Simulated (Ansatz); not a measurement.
Reactions of C$_{2}$H$_{7}$NSi$_{2}$, SMILES `[SiH3]N=C1C[SiH2]1`.

Isolated molecules relaxed with PBE0-D4/def2-TZVP in Ansatz; ΔE leaves out vibrations. CCSD(T)/CBS is the MP2 limit (def2-TZVPP, def2-QZVPP) plus CCSD(T) − MP2 in def2-TZVPP, frozen cores. This one scheme is used for every species. Double bonds are as drawn, so ΔE can hold a change between cis and trans. DFT in def2-TZVPP. def2 core potentials past Kr. For Br, Ga, Ge, Mg, Sn outer-core shells are correlated without core-valence functions, which leaves a few kJ/mol of doubt a bond. Scalar relativity is left out up to krypton. One conformer a species, not always the lowest.

```
                                                                                reaction  CCSD(T)/CBS(def2) (kJ/mol)
               `[SiH3]/N=C1\C[SiH2]1` + `BC[SiH2]S` → `BC[SiH2]S[SiH3]` + `N=C1C[SiH2]1`                         -29
        `[SiH3]/N=C1\C[SiH2]1` + `[OH][GaH][Br]` → `[SiH3][O][GaH][Br]` + `N=C1C[SiH2]1`                         -65
            `[SiH3]/N=C1\C[SiH2]1` + `[OH][Mg][F]` → `[F][Mg][O][SiH3]` + `N=C1C[SiH2]1`                           ?
      `[SiH3]/N=C1\C[SiH2]1` + `[OH][GeH2][OH]` → `[OH][GeH2][O][SiH3]` + `N=C1C[SiH2]1`                         -71
`[SiH3]/N=C1\C[SiH2]1` + `[OH][Sn][O][SiH3]` → `[SiH3][O][Sn][O][SiH3]` + `N=C1C[SiH2]1`                           ?
                             `[SiH3]/N=C1\C[SiH2]1` + `NN` → `NN[SiH3]` + `N=C1C[SiH2]1`                          -5
```

Question: Fill in the missing values. (An estimate is asked.)

Answer: Ansatz gave: `[SiH3]/N=C1\C[SiH2]1` + `[OH][Mg][F]` → `[F][Mg][O][SiH3]` + `N=C1C[SiH2]1`: -87.6 kJ/mol; `[SiH3]/N=C1\C[SiH2]1` + `[OH][Sn][O][SiH3]` → `[SiH3][O][Sn][O][SiH3]` + `N=C1C[SiH2]1`: -70.8 kJ/mol.

Largest T1 diagnostic: 0.016, for `[OH][Sn][O][SiH3]`.
